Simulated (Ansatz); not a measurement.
Computed with Ansatz on PBE0-D4/def2-TZVP structures; ΔE is electronic, products minus reactants. CBS: MP2 limit from def2 TZ/QZ plus the TZ coupled-cluster correction, frozen cores. This one scheme is used for every species. Functionals use def2-TZVPP. HSE06 is defined as in plane-wave codes. One conformer a species, not always the lowest.

Reaction (hydrogenolysis of the Si–O bond): `CBO[SiH2][SiH3]` + H₂ → `[SiH3][SiH3]` + `CBO`

Problem. Is it downhill or uphill in electronic energy at CCSD(T)/CBS, and by how much? (An estimate is asked.)

Solution. Ansatz gave: Uphill: ΔE = +0.54 eV.

Problem. What do these levels give: r2SCAN-D4, B97M-V, PBE, revPBE, r2SCAN, HSE06, RPA@PBE/def2-TZVPP, HF/def2-SVP, HF/def2-TZVPP, SCS-MP2/def2-TZVPP, HF/def2-QZVPP, SCS-MP2/def2-QZVPP? (Estimate.)

Solution. Ansatz gave: r2SCAN-D4 0.53, B97M-V 0.49, PBE 0.34, revPBE 0.29, r2SCAN 0.50, HSE06 0.35, RPA@PBE/def2-TZVPP 0.48, HF/def2-SVP 0.23, HF/def2-TZVPP 0.43, SCS-MP2/def2-TZVPP 0.54, HF/def2-QZVPP 0.44, SCS-MP2/def2-QZVPP 0.57 eV.

Largest T1 diagnostic among the species: 0.013.

Leaving LDA and LC-ωPBE aside and taking each functional with its dispersion term where it has one, the values, not all of them listed here, spread over 0.14 eV, from PBE-D4 to BHLYP-D4. LDA lies +0.07 eV from PBE without D4. At CCSD(T), def2-SVP lies −0.27 eV from the extrapolated value and def2-TZVPP −0.04 eV.
